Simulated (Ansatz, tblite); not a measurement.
Forces on Li₆Al at its PBE0-D4/def2-TZVP geometry. The state is a doublet with charge 0.

The xTB rows come from tblite. Another isomer (doublet) lies 0.38 eV lower at PBE0-D4/def2-TZVP; other spin states weren't run for this one.

GFN1-xTB (tblite), largest force 0.57 eV/Å:

```xyz
7
positions Å, forces eV/Å
Al    0.984    0.940    0.736    0.135   -0.006    0.010
Li    1.196    0.102   -1.736   -0.302   -0.351    0.194
Li    0.931   -1.672    0.887   -0.238    0.074   -0.436
Li   -1.273   -0.187   -0.264    0.319    0.183    0.159
Li   -0.647    2.700   -0.300   -0.114   -0.425    0.277
Li   -0.933    0.794    2.505   -0.034    0.108   -0.509
Li   -0.257   -2.677   -1.828    0.233    0.416    0.304
```

GFN2-xTB (tblite), largest force 0.65 eV/Å:

```
Al 0.206 0.361 0.261
Li -0.229 -0.303 0.042
Li -0.196 -0.060 -0.331
Li 0.033 -0.176 -0.112
Li 0.018 -0.285 0.054
Li 0.051 -0.058 -0.280
Li 0.118 0.521 0.365
```

PBE-D4/def2-TZVP (Ansatz), largest force 0.04 eV/Å:

```
Al 0.029 0.010 0.006
Li -0.019 -0.006 -0.002
Li -0.022 -0.001 -0.008
Li -0.002 -0.015 -0.003
Li 0.000 -0.016 0.002
Li 0.000 -0.005 -0.017
Li 0.014 0.032 0.021
```
